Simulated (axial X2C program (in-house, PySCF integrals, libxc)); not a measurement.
**PSe: properties at the nuclei**

Computed with an axial X2C code built on PySCF integrals: two-component X2C with atomic mean-field Coulomb and Gaunt terms, Gaussian nuclei, basis Se dyall-cv3z, P dyall-v3z with contracted cores.

R = 2.036 Å (near the PBE0 minimum at charge 0 of the determinant lowest at the starting distance; the state shown can have its own minimum elsewhere).

Input and command:
```json
{"zs": [34, 15], "q": 0, "bas": ["dyall-cv3z", "dyall-v3z"], "r0": 2.09, "levels": ["PBE0", "HF", "LDA", "BP86", "B3LYP"], "nst": 3}
```
```bash
python soeom.py task.json out
```

Keys: zs atomic numbers; q charge; bas basis sets; r0 starting distance in Å; levels methods; nst determinants followed.

Determinant lowest in the PBE0 search, Ω = 1/2 (⟨Sz⟩ = -0.50, ⟨Lz⟩ = 1.00 at PBE0), spin on the atoms Se -0.08, P -0.42:

```tsv
level	Eeff magnitude (GV/cm)	Ws magnitude Se (kHz)	Ws magnitude P (kHz)	A∥/gI Se (MHz)	qzz Se (a.u.)	A∥/gI P (MHz)	qzz P (a.u.)	μ (D)
PBE0	0.106	0.0361	0.0137	1050	0.32	602	-0.74	0.14
HF	0.482	0.315	0.0465	1350	0.31	333	-0.73	0.28
LDA	0.166	0.103	0.0052	1090	0.25	615	-0.62	0.01
BP86	0.109	0.0461	0.00958	1070	0.25	601	-0.63	-0.01
B3LYP	0.115	0.0496	0.0103	1040	0.32	601	-0.72	0.14
```

Determinant 0.12 eV from it at PBE0 and this distance, Ω = 3/2 (⟨Sz⟩ = 0.50, ⟨Lz⟩ = 1.00 at PBE0), spin on the atoms Se 0.12, P 0.38:

```csv
level,Eeff magnitude (GV/cm),Ws magnitude Se (kHz),Ws magnitude P (kHz),A∥/gI Se (MHz),qzz Se (a.u.),A∥/gI P (MHz),qzz P (a.u.),μ (D)
PBE0,0.035,0.0273,0.00417,246,0.27,107,-0.78,0.21
HF,0.172,0.0192,0.0142,564,0.20,40.6,-0.78,0.40
LDA,0.0425,9.22e-05,0.0015,230,0.20,114,-0.65,0.08
BP86,0.0178,0.0199,0.00288,230,0.19,105,-0.66,0.06
B3LYP,0.0138,0.0192,0.00306,243,0.27,119,-0.76,0.21
```

Eeff is the effective electric field on the electron electric dipole moment in this Ω state and Ws the scalar–pseudoscalar constant of the nucleus named (defined with the proton number Z and per Ω); A∥ (defined per Ω) follows by multiplying with gI = μI/(I μN); qzz is the electric field gradient, eQq0 = 234.96 MHz × Q/barn × qzz; μ is positive if the P end (last atom) is positive. The operators were transformed with the bare-nucleus X2C matrices; with these basis sets, hyperfine constants and field gradients can be off by tens of per cent, and where levels differ in sign neither size nor sign is settled.

Problem. With gI(77Se) = 1.0701, gI(31P) = 2.2632 (g factors from the IAEA table of nuclear moments by Stone), turn the PBE0 values of the first state into constants in MHz.

Solution. A∥(77Se) = 1050 × 1.0701 = 1120 MHz; A∥(31P) = 602 × 2.2632 = 1360 MHz.

Each state is one determinant with collinear spin. Unrestricted Hartree–Fock can overshoot spin polarisation at the nuclei. In the state Ω = 3/2 the sign of Eeff differs between levels (HF, LDA against PBE0). Where Eeff spreads by more than a factor of two the levels disagree and none is to be relied on. The search compared states at one distance, so a state with another bond length can lie lower. The sign of Ws at Se differs between levels in the second state. Further determinants of the search, some of them spin-mixed, are not shown. PBE0 term energies can be off by some tenths of an eV.
